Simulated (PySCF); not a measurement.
Isomers of C5H3F5O. Computed with PBE0-D3(BJ)/def2-SVP geometry optimisation, gas phase in PySCF 2.14.0. One conformer each; no zero-point energy, no entropy. No frequencies were run at this level. Point groups hold within 0.08 Å.

Question: Rank from lowest to highest electronic energy at this level (kJ/mol).
A. `C1[C@@](OCC=1F)(C(F)(F)F)F`
B. `[F:1]/[CH:2]=[C:3]([F:4])/[CH:5]=[CH:6]/[O:7][C:8]([F:9])([F:10])[F:11]` with C2–C3–C5–C6 -179°, C5–C6–O7–C8 4°

Answer: A (0.0), B (74.0).

```csv
SMILES,E (Eh),E rel (kJ/mol),dipole (D),point group,"A, B, C (MHz)"
FC1=C[C@](F)(C(F)(F)F)OC1,-765.41646,0.0,2.74,C1,"2061, 781.6, 760.7"
F/C=C(F)/C=C/OC(F)(F)F,-765.38828,74.0,0.97,near Cs,"3002, 435.4, 407.1"
```

How do the relative energies change in single points at wB97X-D/def2-SVPD (no added dispersion term) on the same geometries?

| SMILES | PBE0-D3(BJ)/def2-SVP (kJ/mol) | wB97X-D/def2-SVPD (kJ/mol) | shift |
| --- | --- | --- | --- |
| FC1=C[C@](F)(C(F)(F)F)OC1 | 0.0 | 0.0 | 0.0 |
| F/C=C(F)/C=C/OC(F)(F)F | 74.0 | 74.6 | +0.6 |

Each column counts from its own lowest isomer. The order is unchanged; the largest shift is 0.6 kJ/mol.
